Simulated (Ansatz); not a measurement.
```yaml
crystal:
  periodic: [false, false, false]
  atoms:
    - {symbol: B, position_ang: [-0.599912, 1.526968, 1.749531]}
    - {symbol: N, position_ang: [-0.715082, 0.463957, 0.870923]}
    - {symbol: C, position_ang: [-0.165351, 0.374673, -0.467584]}
    - {symbol: C, position_ang: [0.814209, -0.747309, -0.599022]}
    - {symbol: C, position_ang: [0.692261, -1.746337, -1.460637]}
    - {symbol: H, position_ang: [-1.101875, 1.438040, 2.832315]}
    - {symbol: H, position_ang: [-0.002149, 2.504634, 1.398599]}
    - {symbol: H, position_ang: [-1.201453, -0.372564, 1.157957]}
    - {symbol: H, position_ang: [0.325050, 1.329635, -0.677049]}
    - {symbol: H, position_ang: [-0.965848, 0.248744, -1.205569]}
    - {symbol: H, position_ang: [1.662407, -0.714180, 0.081623]}
    - {symbol: H, position_ang: [-0.150958, -1.802393, -2.142809]}
    - {symbol: H, position_ang: [1.429002, -2.538568, -1.523479]}
basis:
  gaussian: {orbitals: cc-pVTZ, nuclear_model: gaussian}
magnetization: {spin_polarized: true, initial_magnetization: 2}
hamiltonian: {xc: {name: BLYP}}
output: {forces: true}
```

```sh
$ ansatz run in.yaml --threads 4 --pin off --events-out ev --progress --plain --max-ram 10444MiB
```

Output, abridged:

```
Functional definition: BLYP
1359 factors; their error is unknown
mean field evaluation 1: about -5387.2217 eV, gradient 5.7e1 eV
mean field evaluation 2: about -5350.1622 eV, gradient 9.6e1 eV
mean field evaluation 4: about -5392.2437 eV, gradient 3.2e1 eV
mean field evaluation 8: about -5402.5737 eV, gradient 2.2e0 eV
mean field evaluation 16: about -5402.5719 eV, gradient 3.8e-2 eV
mean field -5402.57194400 eV, -198.5408569474 hartree, gradient 2.4e-5 eV, S^2 2.005204; 4 other end points of the search recorded, 0 dependent functions left out
reference -5402.57233264 eV, -198.5408712295 hartree; 20, 18 occupied and 242, 244 virtual orbitals, 1359 factors
Total energy: -5402.57233264 eV, -198.5408712295 hartree
Atom 0 at    -0.599912     1.526968     1.749531 Å, force     0.078855     0.638629     0.566048 eV/Å
Atom 1 at    -0.715082     0.463957     0.870923 Å, force    -0.301658    -0.086909     0.199033 eV/Å
Atom 2 at    -0.165351     0.374673    -0.467584 Å, force     0.629076    -0.469723    -0.713956 eV/Å
Atom 3 at     0.814209    -0.747309    -0.599022 Å, force     0.858578     7.216442     6.395366 eV/Å
Atom 4 at     0.692261    -1.746337    -1.460637 Å, force    -0.887216    -7.191411    -6.274139 eV/Å
Atom 5 at    -1.101875     1.438040     2.832315 Å, force     0.007189     0.005945    -0.003018 eV/Å
Atom 6 at    -0.002149     2.504634     1.398599 Å, force    -0.010130    -0.015496     0.024177 eV/Å
Atom 7 at    -1.201453    -0.372564     1.157957 Å, force    -0.117875    -0.337952     0.102908 eV/Å
Atom 8 at     0.325050     1.329635    -0.677049 Å, force    -0.029337     0.394563    -0.068470 eV/Å
Atom 9 at    -0.965848     0.248744    -1.205569 Å, force    -0.173532     0.046524    -0.115785 eV/Å
Atom 10 at     1.662407    -0.714180     0.081623 Å, force    -0.034166     0.074430     0.150762 eV/Å
Atom 11 at    -0.150958    -1.802393    -2.142809 Å, force    -0.015548    -0.168491    -0.097691 eV/Å
Atom 12 at     1.429002    -2.538568    -1.523479 Å, force    -0.004236    -0.106551    -0.165236 eV/Å
Dipole moment:    -0.024643    -0.315505    -0.268844 e Å
```

Run time 7 s (4 threads of an Arm Neoverse V1 on a shared host); peak host memory 0.54 GiB.
